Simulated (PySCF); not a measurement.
Simulation results for ClH₃NSi₂, CH₃AlClSi

Computed with PySCF 2.14.0. Calculation on a computer-drawn molecule: optimised geometry and harmonic frequencies of an isolated molecule of the commonest isotopes, restricted reference for singlets and unrestricted otherwise, frozen core in MP2.

Common to all runs: basis cc-pV(D+d)Z.

(1) ClH₃NSi₂

Start structure:
```xyz
7
ClH3NSi2
Si     1.7337    -0.2729     2.1543
N      0.2526    -0.4042     1.6260
Si    -1.3756     0.1637     1.6312
Cl    -1.7739     2.1866     1.9891
H      2.5525    -1.4256     1.9121
H      2.4652     0.9109     2.7449
H     -2.1222    -0.1927     0.5663
```

- charge: 0
- multiplicity: 2
- method: HF
- rotational constants: 8.075, 1.672, 1.395 GHz
- total energy: -1093.5897 hartree
- spin squared: 0.7759
- convergence status largest gradient component: 1.167e-05 hartree/bohr

Drawn bonds:
| atom | other atom | order |
| --- | --- | --- |
| 1 | 2 | 2 |
| 2 | 3 | 1 |
| 3 | 4 | 1 |
| 1 | 5 | 1 |
| 1 | 6 | 1 |
| 3 | 7 | 1 |

Optimised structure:
```xyz
7
ClH3NSi2
Si     1.6809    -0.2769     2.1048
N      0.1659    -0.4458     1.7377
Si    -1.4160     0.1001     1.7224
Cl    -1.5782     2.1735     2.0490
H      2.6414    -1.3774     1.9487
H      2.3125     0.9407     2.6386
H     -2.0743    -0.1485     0.4226
```

Modes:
| frequency (cm⁻¹) | reduced mass (dalton) |
| --- | --- |
| 55.64 | 6.344 |
| 129.5 | 1.61 |
| 227.9 | 1.911 |
| 284.1 | 6.405 |
| 502 | 20.43 |
| 663.3 | 4.466 |
| 720 | 1.271 |
| 739.5 | 1.171 |
| 758.7 | 1.356 |
| 862.7 | 1.128 |
| 1082 | 1.069 |
| 1378 | 13.18 |
| 2298 | 1.043 |
| 2365 | 1.042 |
| 2382 | 1.043 |

(2) CH₃AlClSi

Start structure:
```xyz
7
CH3AlClSi
Si     1.2327    -1.7769     1.6291
C      1.8997    -0.2849     1.1283
Al     2.6005     0.4715    -0.5037
Cl     3.2402     1.1428    -2.1947
H      0.9415    -2.8458     0.7104
H      0.7238    -2.0347     2.9619
H      2.0471     0.5026     1.9292
```

- charge: 1
- multiplicity: 1
- method: HF
- rotational constants: 25.55, 1.109, 1.063 GHz
- total energy: -1029.7537 hartree
- convergence status largest gradient component: 3.306e-05 hartree/bohr

Drawn bonds:
| atom | other atom | order |
| --- | --- | --- |
| 1 | 2 | 2 |
| 2 | 3 | 1 |
| 3 | 4 | 1 |
| 1 | 5 | 1 |
| 1 | 6 | 1 |
| 2 | 7 | 1 |

Optimised structure:
```xyz
7
CH3AlClSi
Si     1.2110    -1.7169     1.5878
C      1.9219    -0.2009     1.2042
Al     2.5330     0.3763    -0.4212
Cl     3.2053     1.0024    -2.2258
H      1.0262    -2.7452     0.5596
H      0.7599    -2.0573     2.9370
H      2.0282     0.5163     2.0188
```

Modes:
| frequency (cm⁻¹) | reduced mass (dalton) |
| --- | --- |
| 80.52 | 7.236 |
| 143.4 | 2.509 |
| 229.7 | 6.562 |
| 275.6 | 2.092 |
| 468.4 | 4.288 |
| 681.7 | 1.68 |
| 693.2 | 1.194 |
| 742.6 | 1.077 |
| 821.4 | 5.205 |
| 1004 | 1.322 |
| 1033 | 1.072 |
| 1202 | 3.982 |
| 2403 | 1.03 |
| 2435 | 1.056 |
| 3279 | 1.085 |

(3) CH₃AlClSi

Start structure:
```xyz
7
CH3AlClSi
Si     1.2110    -1.7169     1.5878
C      1.9219    -0.2009     1.2042
Al     2.5330     0.3763    -0.4212
Cl     3.2053     1.0024    -2.2258
H      1.0262    -2.7452     0.5596
H      0.7599    -2.0573     2.9370
H      2.0282     0.5163     2.0188
```

* charge: 1
* multiplicity: 1
* method: MP2
* rotational constants: 22.93, 1.12, 1.068 GHz
* total energy: -1030.1591 hartree
* convergence status largest gradient component: 1.642e-05 hartree/bohr

Drawn bonds:
| atom | other atom | order |
| --- | --- | --- |
| 1 | 2 | 2 |
| 2 | 3 | 1 |
| 3 | 4 | 1 |
| 1 | 5 | 1 |
| 1 | 6 | 1 |
| 2 | 7 | 1 |

Optimised structure:
```xyz
7
CH3AlClSi
Si     1.2127    -1.7160     1.5820
C      1.9247    -0.1697     1.2459
Al     2.5283     0.3702    -0.4122
Cl     3.1840     0.9351    -2.2519
H      1.0547    -2.7059     0.5046
H      0.7484    -2.0942     2.9234
H      2.0326     0.5552     2.0687
```

Modes:
| frequency (cm⁻¹) | reduced mass (dalton) |
| --- | --- |
| 72.11 | 6.984 |
| 136.3 | 2.503 |
| 208.1 | 6.736 |
| 253.2 | 2.106 |
| 456.9 | 3.983 |
| 621.9 | 1.181 |
| 646.1 | 1.636 |
| 703.5 | 1.06 |
| 796 | 6.14 |
| 929.3 | 1.202 |
| 973.7 | 1.081 |
| 1122 | 5.592 |
| 2343 | 1.029 |
| 2382 | 1.058 |
| 3186 | 1.086 |
